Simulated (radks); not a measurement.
Species: Er. Configuration: [Xe] 4f12 6s1 6p1 (not the ground configuration). Method: scalar-relativistic Kohn-Sham, SCAN, spin-unpolarised, spherical densities, finite nucleus; meta-GGA in the generalised Kohn-Sham scheme; Fermi nuclear charge, rms radius 5.2516 fm; computed with a radial shooting solver on a logarithmic mesh with Libxc functionals. Some entries of the table are withheld. Estimate them.

orbital  occ.  eigenvalue (eV)  <r> (bohr)
1s          2        -57444.19     0.02037
2s          2              (1)         (2)
2p          6        -8553.850     0.07671
3s          2        -2179.480      0.2250
3p          6        -1835.895      0.2243
3d         10        -1405.819      0.2039
4s          2        -435.6791         (3)
4p          6        -322.1522      0.5388
4d         10        -169.7337      0.5840
5s          2         -54.3163       1.251
5p          6         -28.3417         (4)
6s          1              (5)       3.991
4f         12          -4.7173      0.8269
6p          1          -1.7863       5.493

Answer. 
(1) 2s eigenvalue (eV): -9675.507
(2) 2s <r> (bohr): 0.08642
(3) 4s <r> (bohr): 0.5080
(4) 5p <r> (bohr): 1.493
(5) 6s eigenvalue (eV): -4.7737
